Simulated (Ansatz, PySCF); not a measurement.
C (SMILES [C-]), charge -1, quartet. Base run: MP2/cc-pVTZ in PySCF.

The PySCF input:
```python
from pyscf import gto, scf, mp

mol = gto.M(
    atom='''
C     0.00000000    0.00000000    0.00000000
''',
    basis='cc-pvtz',
    charge=-1,
    spin=3,
    verbose=4,
)

mf = scf.UHF(mol)
mf.kernel()

pt = mp.MP2(mf)
pt.kernel()
print('E(MP2) = %.10f' % pt.e_tot)
```

The same geometry, method and basis name were run in Ansatz (a quantum-chemistry and plane-wave program) and PySCF, at each program's defaults and at the settings that a row names. The base is PySCF at its defaults. Differences at the defaults can come from grids, fitting, cores and function types together.

```
code and settings                                                                 ΔE vs base (µEh)  basis functions     E (Eh)  SCF cycles
--------------------------------------------------------------------------------  ----------------  ---------------  ---------  ----------
PySCF, defaults (exact integrals, spherical functions, all electrons correlated)               0.0               30  -37.79604           7
Ansatz, defaults (factorised integrals, spherical functions, frozen core)                     9041               30  -37.78700           -
PySCF, frozen core                                                                            9041               30  -37.78700           7
Ansatz, high accuracy, frozen core                                                            9041               30  -37.78700           -
```

Open shells are given as the SCF converged; they aren't shown to be the lowest states, and a large step between rows can be another state.
